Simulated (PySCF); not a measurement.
A structure optimised at PBE0-D3(BJ)/def2-TZVP, used in a PySCF frequency run:

```
N
C 1 1.2569
H 2 1.0895 1 119.40
H 2 1.0998 3 117.37 1 180.00
C 1 1.4389 2 117.94 3 180.00
H 5 1.0932 1 109.02 2 121.94
H 5 1.0932 6 106.70 1 -117.59
H 5 1.0999 6 109.09 7 -117.72
```
Charge 0, spin multiplicity 1.

**Question.** Write its SMILES, formula and point group.

**Answer.** C=NC, C2H5N, Cs

**Question.** What are its rotational constants (standard atomic weights)?

**Answer.** 53.882, 10.778, 9.5055 GHz
